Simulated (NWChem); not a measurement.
System: Si2H4O, singlet; SMILES [SiH3][Si]O

The following NWChem deck was run.

```
start job
memory heap 200 mb stack 900 mb global 1100 mb
geometry units angstroms noautoz
  Si    -0.730418     0.868835    -0.061240
  O      0.782014     1.619374     0.062743
  H      1.582143     1.058360     0.073869
  Si     0.093541    -1.452406    -0.016928
  H      1.581540    -1.500972    -0.315329
  H     -0.599341    -2.414344    -0.951491
  H     -0.076966    -2.002588     1.383499
end
basis spherical
  * library aug-cc-pvtz
end
dft
  xc xtpss03 ctpss03
  iterations 150
  semidirect filesize 400000000
  mulliken
end
task dft energy
```

Excerpt of the output:

```
             Northwest Computational Chemistry Package (NWChem) 7.3.0
             --------------------------------------------------------

 C1  symmetry detected

                             Geometry "geometry" -> ""
                             -------------------------

 Output coordinates in angstroms (scale by  1.889725989 to convert to a.u.)

  No.       Tag          Charge          X              Y              Z
 ---- ---------------- ---------- -------------- -------------- --------------
    1 Si                  14.0000    -0.72667853     0.87171224    -0.00341656
    2 O                    8.0000     0.79183300     1.62019350     0.00202959
    3 H                    1.0000     1.58978429     1.05772186    -0.04231351
    4 Si                  14.0000     0.09505184    -1.45074141    -0.00341849
    5 H                    1.0000     1.55662138    -1.50436744    -0.41144004
    6 H                    1.0000    -0.66685896    -2.41810400    -0.87664225
    7 H                    1.0000     0.02856291    -1.99038993     1.40984983

 Effective nuclear repulsion energy (a.u.)     131.7995353923

                                 NWChem DFT Module
                                 -----------------

 Summary of "ao basis" -> "ao basis" (spherical)
 ------------------------------------------------------------------------------
       Tag                 Description            Shells   Functions and Types
 ---------------- ------------------------------  ------  ---------------------
 Si                       aug-cc-pvtz               16       50   6s5p3d2f
 O                        aug-cc-pvtz               14       46   5s4p3d2f
 H                        aug-cc-pvtz                9       23   4s3p2d

            General Information
            -------------------
          SCF calculation type: DFT
          Wavefunction type:  closed shell.
          No. of atoms     :     7
          No. of electrons :    40
           Alpha electrons :    20
            Beta electrons :    20
          Charge           :     0
          Spin multiplicity:     1
          Use of symmetry is: off; symmetry adaption is: off
          Maximum number of iterations: 150
          AO basis - number of functions:   238
                     number of shells:    82
          Convergence on energy requested:  1.00D-06
          Convergence on density requested:  1.00D-05
          Convergence on gradient requested:  5.00D-04

              XC Information
              --------------
                  TPSS metaGGA Exchange Functional  1.000
             TPSS03 metaGGA Correlation Functional  1.000

             Grid Information
             ----------------
          Grid used for XC integration:  medium
          Radial quadrature: Mura-Knowles
          Angular quadrature: Lebedev.
          Tag              B.-S. Rad. Rad. Pts. Rad. Cut. Ang. Pts.
          ---              ---------- --------- --------- ---------
          Si                  1.10       88          15.0       590
          O                   0.60       49          15.0       434
          H                   0.35       45          16.0       434
          Grid pruning is: on
          Number of quadrature shells:   405
          Spatial weights used:  Erf1

      Superposition of Atomic Density Guess
      -------------------------------------

 Sum of atomic energies:        -654.46305632

      Non-variational initial energy
      ------------------------------

 Total energy =    -655.003703
 1-e energy   =   -1168.326675
 2-e energy   =     381.523437
 HOMO         =      -0.201026
 LUMO         =      -0.068770

------------------------------------------------------------
EAF file 0: "./job.aoints.0" size=2131230720 bytes
------------------------------------------------------------
               write      read    awrite     aread      wait
               -----      ----    ------     -----      ----
     calls:     4065         0         0         0         0
   data(b): 2.13e+09  0.00e+00  0.00e+00  0.00e+00
   time(s): 0.00e+00  0.00e+00  0.00e+00  0.00e+00  0.00e+00
rate(mb/s): 0.00e+00  0.00e+00
------------------------------------------------------------

     ---------------------------------------------
      Total Density - Mulliken Population Analysis
     ---------------------------------------------

    Atom       Charge   Shell Charges
 -----------   ------   -------------------------------------------------------
    1 Si  14    13.41   2.00  1.93  1.08  0.17  0.66  0.02  5.50  0.87  0.55  0.47  0.01  0.06  0.07 -0.00  0.03 -0.01
    2 O    8     8.78   1.95  1.04  0.24  0.58  0.01  1.37  2.35  1.19  0.03  0.00  0.01  0.01  0.00  0.00
    3 H    1     0.66   0.20  0.31  0.05 -0.00  0.02  0.05 -0.00  0.01  0.02
    4 Si  14    13.64   2.00  1.93  0.95  0.15 -0.02 -0.01  5.49  1.64  0.58  0.77  0.01  0.08  0.06  0.00  0.01 -0.00
    5 H    1     1.16   0.22  0.52  0.36  0.01  0.00  0.01  0.03  0.00  0.00
    6 H    1     1.19   0.22  0.51  0.39  0.02  0.00  0.01  0.03  0.00  0.00
    7 H    1     1.17   0.22  0.52  0.38  0.01  0.00  0.01  0.02  0.00  0.00

   convergence    iter        energy       DeltaE   RMS-Dens  Diis-err
 ---------------- ----- ----------------- --------- --------- ---------
 d= 0,ls=0.0,diis     1   -656.6374443258 -7.88D+02  6.06D-03  6.66D-01
 d= 0,ls=0.0,diis     2   -656.1495627900  4.88D-01  3.57D-03  4.90D+00
 d= 0,ls=0.0,diis     3   -656.7038782878 -5.54D-01  6.28D-04  5.68D-02
 d= 0,ls=0.0,diis     4   -656.7092809913 -5.40D-03  2.32D-04  4.98D-03
 d= 0,ls=0.0,diis     5   -656.7099960121 -7.15D-04  7.11D-05  3.97D-04
  Resetting Diis
 d= 0,ls=0.0,diis     6   -656.7100701150 -7.41D-05  1.38D-05  1.61D-05
 d= 0,ls=0.0,diis     7   -656.7100724292 -2.31D-06  7.60D-06  1.04D-06
 d= 0,ls=0.0,diis     8   -656.7100720561  3.73D-07  4.27D-06  4.24D-06

         Total DFT energy =     -656.710072056060
      One electron energy =    -1170.787020178378
           Coulomb energy =      434.161950851746
    Exchange-Corr. energy =      -51.884538121716
 Nuclear repulsion energy =      131.799535392289

 Numeric. integr. density =       40.000018756455

                       DFT Final Molecular Orbital Analysis
                       ------------------------------------

 Vector   18  Occ=2.000000D+00  E=-3.153099D-01
              MO Center=  5.7D-02, -1.2D+00,  2.6D-01, r^2= 4.0D+00
   Bfn.  Coefficient  Atom+Function         Bfn.  Coefficient  Atom+Function
  ----- ------------  ---------------      ----- ------------  ---------------
   131      0.298645  4 Si pz               217      0.233248  7 H  s
   194     -0.189660  6 H  s                 61     -0.188687  2 O  pz
    58     -0.158041  2 O  pz                64     -0.151851  2 O  pz
   216      0.136794  7 H  s                218      0.125119  7 H  s
   195     -0.117943  6 H  s                193     -0.109869  6 H  s

 Vector   19  Occ=2.000000D+00  E=-3.010339D-01
              MO Center=  7.5D-02,  3.2D-01, -3.0D-02, r^2= 4.3D+00
   Bfn.  Coefficient  Atom+Function         Bfn.  Coefficient  Atom+Function
  ----- ------------  ---------------      ----- ------------  ---------------
    60      0.255938  2 O  py                57      0.218451  2 O  py
     3      0.210998  1 Si s                 10     -0.201479  1 Si px
     5      0.193467  1 Si s                 63      0.173197  2 O  py
   130      0.166696  4 Si py                59      0.138465  2 O  px
   194     -0.114947  6 H  s                 56      0.113165  2 O  px

 Vector   20  Occ=2.000000D+00  E=-2.018659D-01
              MO Center= -6.1D-01,  3.3D-01, -7.3D-04, r^2= 3.8D+00
   Bfn.  Coefficient  Atom+Function         Bfn.  Coefficient  Atom+Function
  ----- ------------  ---------------      ----- ------------  ---------------
   124     -0.392937  4 Si s                  5      0.386689  1 Si s
   130     -0.277382  4 Si py                11      0.272046  1 Si py
    10     -0.240340  1 Si px                 3      0.235851  1 Si s
    17      0.164321  1 Si py               136     -0.149170  4 Si py
   195      0.139330  6 H  s                 16     -0.137520  1 Si px

 Vector   21  Occ=0.000000D+00  E=-1.225479D-01
              MO Center= -6.5D-01,  6.3D-01, -1.6D-02, r^2= 3.2D+00
   Bfn.  Coefficient  Atom+Function         Bfn.  Coefficient  Atom+Function
  ----- ------------  ---------------      ----- ------------  ---------------
    12      0.491152  1 Si pz                18      0.467099  1 Si pz
    61     -0.169052  2 O  pz                64     -0.143382  2 O  pz
    58     -0.139224  2 O  pz               142      0.088256  4 Si d -1
    21      0.086840  1 Si pz                67     -0.075446  2 O  pz
    15      0.068364  1 Si pz               217     -0.064898  7 H  s

 Vector   22  Occ=0.000000D+00  E=-4.928155D-02
              MO Center=  9.8D-02,  5.1D-01,  5.6D-02, r^2= 6.7D+00
   Bfn.  Coefficient  Atom+Function         Bfn.  Coefficient  Atom+Function
  ----- ------------  ---------------      ----- ------------  ---------------
   196      0.248519  6 H  s                100      0.236888  3 H  s
    17      0.214259  1 Si py               173     -0.213358  5 H  s
    11      0.206773  1 Si py               139      0.174534  4 Si py
    52     -0.163443  2 O  s                 20      0.157707  1 Si py
    54     -0.149080  2 O  s                138      0.140032  4 Si px

 Vector   23  Occ=0.000000D+00  E=-1.803704D-02
              MO Center=  7.5D-01, -1.0D+00, -5.3D-02, r^2= 1.3D+01
   Bfn.  Coefficient  Atom+Function         Bfn.  Coefficient  Atom+Function
  ----- ------------  ---------------      ----- ------------  ---------------
   125      1.223069  4 Si s                173     -0.876769  5 H  s
   100     -0.626237  3 H  s                219     -0.454345  7 H  s
   196     -0.325760  6 H  s                  6      0.309186  1 Si s
    17      0.280328  1 Si py               138      0.253412  4 Si px
   122      0.221743  4 Si s                 55     -0.154085  2 O  s

------------------------------------------------------------
EAF file 0: "./job.aoints.0" size=2889875456 bytes
------------------------------------------------------------
               write      read    awrite     aread      wait
               -----      ----    ------     -----      ----
     calls:     5512         7         0     38577     38577
   data(b): 2.89e+09  3.67e+06  0.00e+00  2.02e+10
   time(s): 0.00e+00  0.00e+00  0.00e+00  0.00e+00  0.00e+00
rate(mb/s): 0.00e+00  0.00e+00
------------------------------------------------------------

     ---------------------------------------------
      Total Density - Mulliken Population Analysis
     ---------------------------------------------

    Atom       Charge   Shell Charges
 -----------   ------   -------------------------------------------------------
    1 Si  14    13.63   2.00  1.88  1.04  0.21  0.69  0.00  5.53  1.10  0.57  0.40  0.01  0.09  0.09 -0.01  0.03 -0.01
    2 O    8     8.46   1.95  0.99  0.25  0.64  0.06  1.30  2.06  1.12  0.05  0.00  0.01  0.02  0.00  0.00
    3 H    1     0.79   0.25  0.41  0.01 -0.01  0.02  0.07  0.00  0.01  0.02
    4 Si  14    13.77   2.00  1.87  0.83  0.19  0.39 -0.04  5.54  1.63  0.60  0.55  0.01  0.10  0.08  0.00  0.01  0.00
    5 H    1     1.12   0.24  0.57  0.26  0.01  0.00  0.02  0.01  0.00  0.01
    6 H    1     1.13   0.24  0.57  0.27  0.02  0.00  0.02  0.01  0.00  0.00
    7 H    1     1.10   0.24  0.57  0.25  0.01  0.00  0.02  0.01  0.00  0.00

     -------------------------------------------
      Total Density - Lowdin Population Analysis
     -------------------------------------------

    Atom       Charge   Shell Charges
 -----------   ------   -------------------------------------------------------
    1 Si  14    13.55   1.99  1.37  0.79  0.47  0.32  0.12  4.79  1.04  1.12  0.53  0.07  0.30  0.10  0.20  0.11  0.24
    2 O    8     7.63   1.57  0.72  0.45  0.30  0.11  1.23  1.80  0.95  0.24  0.00  0.03  0.19  0.00  0.04
    3 H    1     1.66   0.23  0.27  0.09  0.04  0.05  0.32  0.25  0.08  0.33
    4 Si  14    13.23   1.98  1.30  0.62  0.33  0.19  0.09  4.74  1.27  1.11  0.68  0.11  0.32  0.09  0.20  0.04  0.16
    5 H    1     1.30   0.23  0.41  0.21  0.04  0.00  0.06  0.21  0.00  0.13
    6 H    1     1.32   0.23  0.41  0.22  0.04  0.00  0.06  0.21  0.00  0.13
    7 H    1     1.31   0.23  0.41  0.22  0.04  0.00  0.06  0.21  0.00  0.13

     Multipole analysis of the density
     ---------------------------------

     L   x y z        total         alpha         beta         nuclear
     -   - - -        -----         -----         ----         -------
     0   0 0 0      0.000000    -20.000000    -20.000000     40.000000

     1   1 0 0      0.265248      0.132624      0.132624      0.000000
     1   0 1 0     -0.178906     -0.089453     -0.089453      0.000000
     1   0 0 1     -0.063177     -0.031588     -0.031588      0.000000

     2   2 0 0    -25.224999    -44.629499    -44.629499     64.033999
     2   1 1 0      1.024749     -0.130383     -0.130383      1.285514
     2   1 0 1     -0.031750      0.055178      0.055178     -0.142105
     2   0 2 0    -30.373935   -147.842100   -147.842100    265.310266
     2   0 1 1     -0.049704      0.078880      0.078880     -0.207464
     2   0 0 2    -24.844747    -17.649718    -17.649718     10.454689
```

Level: TPSS/aug-cc-pVTZ. Low-valent species are run as closed-shell singlets; no triplet was tried in these runs. All runs use the structure optimised with PBE-D3(BJ)/def2-SVP.
